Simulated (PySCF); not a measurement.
Species: InH2(OH).
Geometry (PBE0-D3(BJ)/def2-SVP, Å), atoms numbered from 1 in this order:
```xyz
5
H3InO angstrom
In     0.3774    0.4871   -0.1057
H      2.0786    0.4271   -0.3152
H     -0.7596    1.7841   -0.1131
O     -0.3706   -1.3473    0.2043
H     -1.3258   -1.3510    0.3298
```

The calculation used TDDFT B3LYP/def2-SVPD, vertical, gas phase, core orbitals frozen in the response, def2 core potentials past Kr (PySCF 2.14.0, density-fitted response routines). Spin–orbit coupling is left out.

Transition dipole moments from the ground state, in atomic units and in the frame of the coordinates above (overall signs are arbitrary), for the states with f of 0.002 or more among the lowest 7:

```csv
state,E (eV),μx,μy,μz
S1,5.171,0.021,0.019,0.153
S2,5.489,-0.211,-0.208,0.053
S3,5.731,-0.026,-0.024,-0.197
S4,6.110,0.063,0.054,0.482
S5,6.750,0.020,0.945,-0.112
S6,6.974,0.026,0.038,0.234
S7,7.133,0.203,-0.678,0.056
```

Task: What oscillator strength does each state have?

Result: f = (2/3) ΔE |μ|² with ΔE in hartree (27.2114 eV).

```
state  |μ|² (au)  |μ| (D)      f
   S1      0.024     0.40  0.003
   S2      0.091     0.77  0.012
   S3      0.040     0.51  0.006
   S4      0.239     1.24  0.036
   S5      0.907     2.42  0.150
   S6      0.057     0.61  0.010
   S7      0.504     1.80  0.088
```

Task: All atoms lie in one plane. Which transitions are polarised in it and which across it?

Result: In the plane: S2, S5 and S7. Perpendicular: S1, S3, S4 and S6. In-plane polarisation joins two orbitals of the same parity under reflection in the plane (π with π, or σ with σ, in-plane lone pairs counted as σ); perpendicular polarisation joins orbitals of opposite parity.

Task: What angle do the transition dipoles of S4 and S7 make?

Result: |cos θ| = |μa·μb| / (|μa| |μb|) = 0.01, so θ ≈ 89° (taken between 0 and 90°, since the signs are arbitrary).

Task: What peak molar absorption coefficient would the strongest computed level give as a lone Gaussian band 0.3 eV wide at half height?

Result: ε(max) = 2.175×10⁸ f / FWHM, with the width in cm⁻¹. S5: 2.175×10⁸ × 0.1499 / 2420 ≈ 13000 L mol⁻¹ cm⁻¹.

All these states lie below the vertical ionisation energy of 10.58 eV (ΔSCF).

One conformer stands for the species.
